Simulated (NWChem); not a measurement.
C3H5ClSi; SMILES ClC1[SiH2]CC=1

```xyz
10

Cl     0.0978    -2.0658     0.0000
C     -0.1005    -0.3636     0.0000
C     -1.2542     0.3372     0.0000
C     -0.8825     1.8084     0.0000
Si     0.9271     1.2009     0.0000
H     -2.2749    -0.0688     0.0000
H     -1.2208     2.3577    -0.8939
H     -1.2208     2.3577     0.8939
H      1.7490     1.4839    -1.2149
H      1.7490     1.4839     1.2149
```
Atoms are numbered in this order, from 1.

Computed with NWChem. Medium grid unless said otherwise, to which SCAN and Minnesota functionals are sensitive. Structure relaxed at the PBE0/def2-SVP level. Hybrids' shares of exact exchange are those that their runs print; pure functionals count as 0. The functionals differ in more than this share.

```
row               share of exact exchange  orbital gap (eV)
----------------  -----------------------  ----------------
PBE/def2-TZVP                        0.00              4.76
B3LYP/def2-TZVP                      0.20              6.42
PBE0/def2-TZVP                       0.25          withheld
M06-2X/def2-TZVP                     0.54              8.93
```

Fit a straight line of the last column on the one before it, predict the withheld value, and compare with the run.


1. Means of the 3 shown rows: x = 0.247, y = 6.703. Slope Σ(x − x̄)(y − ȳ)/Σ(x − x̄)² = 1.146/0.1491 = 7.686; intercept 4.807.
2. The shown rows scatter about the line by 0.054 (root mean square); the largest residual is +0.08, at B3LYP/def2-TZVP.
3. At x = 0.25 (PBE0/def2-TZVP; inside the shown range) the line gives 6.73.
4. The run gives 6.86, +0.13 from the line, 2.4 times the scatter.
